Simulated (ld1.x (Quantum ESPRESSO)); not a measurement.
**gallium PAW: all-electron and pseudo phase curves**

* Element: Ga (Z = 31)
* Generator: ld1.x (Quantum ESPRESSO) 7.5
* Type: PAW
* Functional: PBEsol
* Relativity: scalar-relativistic
* Frozen core: [Ne]
* Valence charge: 21
* Reference configuration: 3s2 3p6 3d10 4s2 4p1
* Partial waves: 3s (bound): rcut 0.85, rcutus 1.10 bohr; 4s (bound): rcut 0.85, rcutus 1.10 bohr; 3p (bound): rcut 1.10, rcutus 1.30 bohr; 4p (bound): rcut 1.10, rcutus 1.30 bohr; 3d (bound): rcut 1.40, rcutus 1.55 bohr; 3d channel at -0.6 Ry: rcut 1.40, rcutus 1.55 bohr
* Local potential: all-electron potential smoothed inside 1.00 bohr (lloc = -2)
* Core correction: Bessel-smoothed model core inside 0.85 bohr
* Augmentation charge: BESSEL, radius 0.90 bohr

The phase is arctan(r·u′/u) with u = r·R(r), unwrapped; energies in Ry, scanned from -13 to 5 Ry. A pole is an energy at which the radial function vanishes at the test radius. The pseudo phase is shifted by a multiple of π to meet the all-electron one at the reference energy, and phase errors are pseudo minus all-electron; the curves can meet again beyond the range given. Levels narrower than the energy grid can be missing from the lists of poles.

```csv
channel,radius (bohr),reference energy (Ry),"poles, all-electron","poles, pseudo",unbroken range about the reference energy with phases within 0.05 rad,phase error 1 Ry above the reference energy (rad)
s,1.71,-0.66,-10.80,-10.80,the whole range,-0.000
p,1.71,-0.19,-7.14,-7.14,the whole range,-0.001
d,1.71,-1.41,-1.04,-1.04,the whole range,+0.000
```

Phases in the p channel:

| E (Ry) | all-electron | pseudo |
| --- | --- | --- |
| -13.00 | 1.397 | 1.397 |
| -12.04 | 1.389 | 1.388 |
| -11.08 | 1.378 | 1.378 |
| -10.12 | 1.365 | 1.365 |
| -9.16 | 1.346 | 1.345 |
| -8.20 | 1.304 | 1.304 |
| -7.24 | -1.387 | -1.387 |
| -6.28 | -1.769 | -1.769 |
| -5.32 | -1.812 | -1.812 |
| -4.36 | -1.848 | -1.849 |
| -3.40 | -1.891 | -1.892 |
| -2.44 | -1.951 | -1.951 |
| -1.48 | -2.043 | -2.043 |
| -0.52 | -2.210 | -2.210 |
| 0.44 | -2.574 | -2.574 |
| 1.40 | -3.354 | -3.357 |
| 2.36 | -4.055 | -4.059 |
| 3.32 | -4.365 | -4.369 |
| 4.28 | -4.513 | -4.517 |
